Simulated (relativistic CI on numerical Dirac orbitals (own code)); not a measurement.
## What each ingredient does to the levels of Pt XII

Base calculation: Dirac-Coulomb-Breit CI, separate exchange-only KLI orbitals for each configuration, model QED (radiative potential, 1s self-energy scaled to tabulated hydrogen-like ionisation energies), unscaled Slater integrals.

Configurations in the expansion (outside the closed core [Kr] 4d10): 4f14.5s2.5p5, 4f13.5s2.5p6, 4f14.5s.5p6, 4f14.5s2.5p4.5d, 4f14.5s.5p5.5d, 4f14.5s2.5p4.5f, 4f13.5s2.5p5.5d, 4f14.5s2.5p4.5g, 4f14.5s2.5p4.6s, 4f14.5s.5p5.5f, 4f14.5s2.5p4.6p, 4f14.5p6.5d, 4f13.5s2.5p5.6s, 4f14.5s.5p5.5g, 4f14.5s.5p4.5d2, 4f14.5s2.5p3.5d.6p, 4f14.5s2.5p3.5d.5f, 4f14.5s2.5p4.6d, 4f13.5s2.5p5.6p, 4f14.5s.5p5.6s, 4f14.5p6.6s, 4f14.5s2.5p3.5d2, 4f14.5s2.5p2.5d3, 4f14.5s.5p3.5d3, 4f14.5s2.5p2.5d2.5f, 4f13.5s2.5p3.5d3, 4f14.5s2.5p3.6s2, 4f14.5s2.5p2.5d.6s2, 4f14.5s.5p3.5d.6s2, 4f14.5s2.5p2.5f.6s2, 4f13.5s2.5p3.5d.6s2. Double excitations out of closed p, d and f shells are left out; levels of such configurations are missing from the list, as are those of other unlisted configurations, and high levels can miss mixing partners. Some configurations lack a partner that the ground configuration has and come out too high, among them 4f14.5s2.5p4.5g, 4f14.5s2.5p4.6s, 4f14.5s.5p5.5f, 4f14.5s2.5p4.6p, 4f13.5s2.5p5.6s.

Variants: (1) P86 correlation estimate; (2) QED terms removed. Shifts of the energy above 4f14.5s2.5p5 2P°_3/2, in cm⁻¹, for the lowest level and the first level of each name with at least 55 % of one term (blank where a level changes its place among those of its configuration and J or its character, or is not in the variant):

| Level | Base | Δ(1) | Δ(2) |
| --- | --- | --- | --- |
| 4f14.5s2.5p5 2P°_3/2 | 0 | 0 | 0 |
| 4f14.5s2.5p5 2P°_1/2 | 142920 | +10 | -122 |
| 4f13.5s2.5p6 2F°_7/2 | 300187 | +2341 | -638 |
| 4f13.5s2.5p6 2F°_5/2 | 327156 | +2341 | -743 |
| 4f14.5s2.5p4.5d 2P_1/2 | 441527 | +2002 | +335 |
| 4f14.5s2.5p4.5d 4F_9/2 | 460308 | +2088 | +184 |
| 4f14.5s2.5p4.5d 4D_1/2 | 558357 | +2094 | +126 |
| 4f14.5s2.5p4.5d 2G_9/2 | 611830 | +2110 | +65 |
| 4f13.5s2.5p5.5d 4D_7/2 | 718732 | +4339 | -347 |
| 4f13.5s2.5p5.5d 4F_9/2 | 747421 | +4341 | -353 |
| 4f13.5s2.5p5.5d 4G_5/2 | 748235 | +4340 | -449 |
| 4f13.5s2.5p5.5d 4I_15/2 | 750075 | +4342 | -403 |
| 4f13.5s2.5p5.5d 4G_11/2 | 752329 | +4340 | -365 |
| 4f13.5s2.5p5.5d 4H_13/2 | 754605 | +4342 | -400 |

At this charge transitions that keep the count of f electrons are usually good to a few per cent. Levels and lines within the n = 5 or 6 shells can be off by up to 10 % or somewhat more, and those that change n by about 2 %, since core polarisation is missing. Levels that differ in their count of f electrons can be misplaced by several ten thousand cm⁻¹, since the correlation energy of f electrons is missing or only estimated; rates across such gaps can be off by orders of magnitude.

Ionisation energy from one configuration of each of the two ions, the ground ones as tabulated or assumed: base 238.926 eV; P86 correlation estimate 240.533 eV. The NIST ASD value (theoretical) is 245 ± 12 eV.

LS names give the leading component of a level, which can be under half, so a name can repeat, a term be missing and a line seem to break the LS rules.
